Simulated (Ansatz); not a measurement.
Correlation energies of Br₂GaH₃OSi, SMILES `[SiH3][O][Ga]([Br])[Br]` by basis set

Cartesian coordinates in Å:
```
Si 1.380 0.471 0.145
O -0.244 0.524 0.383
Ga -1.661 -0.411 -0.069
Br -3.679 0.291 0.649
Br -1.425 -2.267 -1.342
H 1.730 1.141 -1.136
H 2.033 1.184 1.270
H 1.866 -0.934 0.100
```

Charge 0, multiplicity 1. Correlated methods include outer-core shells of Br, Ga, which these sets cover unevenly. Scalar relativity is left out up to krypton. All single points use the PBE0-D4/def2-TZVP geometry. It is one conformer, not always the lowest. Frozen core, restricted reference, the Gaussian-basis code of Ansatz.

```tsv
basis	HF (Eh)	MP2 corr.
def2-SVP	-7432.79368	-0.94421
def2-TZVPP	-7433.87835	-1.11883
def2-QZVPP	-7434.03015	-2.02961
```

Question: Estimate the CCSD correlation energy and the (T) correction in each basis where they were run (hartree).

Answer: 
```
     basis  CCSD corr.       (T)
  def2-SVP    -0.95709  -0.02432
def2-TZVPP    -1.13938  -0.04200
```
